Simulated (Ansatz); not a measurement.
Compare A (`C[SiH2]CSS`) with its isomer B (`[SiH3]CCSS`).

Computed with Ansatz on PBE0-D4/def2-TZVP structures; ΔE is electronic, products minus reactants. CCSD(T)/CBS adds triple-zeta CCSD(T) − MP2 to the extrapolated MP2 energy (def2 sets, frozen cores). Functionals use def2-TZVPP. Each species was taken in one conformer, which may not be the lowest.

A:

Z-matrix (Å, degrees):
```
C
Si 1 1.867
H 1 1.092 2 110.5
H 1 1.092 2 110.9 3 -120.0
H 1 1.093 2 111.0 3 119.9
C 2 1.884 1 110.3 3 -57.0
H 2 1.491 1 110.6 3 -177.0
H 2 1.488 1 110.4 3 63.7
S 6 1.817 2 113.3 1 60.8
H 6 1.097 2 109.5 1 -54.9
H 6 1.092 2 113.1 1 -174.3
S 9 2.035 6 104.0 2 74.6
H 12 1.348 9 99.9 6 -87.9
```

B:

```xyz
13

Si   -0.009    1.816    0.222
C     0.769    0.122    0.506
C    -0.226   -1.010    0.684
S    -1.493   -1.113   -0.610
S    -0.417   -1.286   -2.333
H     0.998    2.861    0.551
H    -0.435    2.013   -1.186
H    -1.185    1.993    1.118
H     1.411    0.176    1.392
H     1.429   -0.097   -0.339
H     0.268   -1.981    0.770
H    -0.828   -0.866    1.588
H    -0.282   -2.627   -2.363
```

(1) Which is lower in electronic energy at CCSD(T)/CBS, and by how much? (Best estimate.)

(2) Give E(B) − E(A) in kcal/mol with MP2/def2-TZVPP, CCSD/def2-TZVPP, ωB97M-V, B2PLYP, HF/def2-TZVPP, r2SCAN-D4, CCSD(T)/def2-TZVPP. (An estimate is asked.)

Largest T1 diagnostic: 0.011.

## Answers

(1) The calculation gave: A, by 10.0 kcal/mol.

(2) The calculation gave: MP2/def2-TZVPP 9.7, CCSD/def2-TZVPP 9.7, ωB97M-V 10.2, B2PLYP 10.4, HF/def2-TZVPP 10.1, r2SCAN-D4 10.8, CCSD(T)/def2-TZVPP 9.6. None reverses the order clearly.
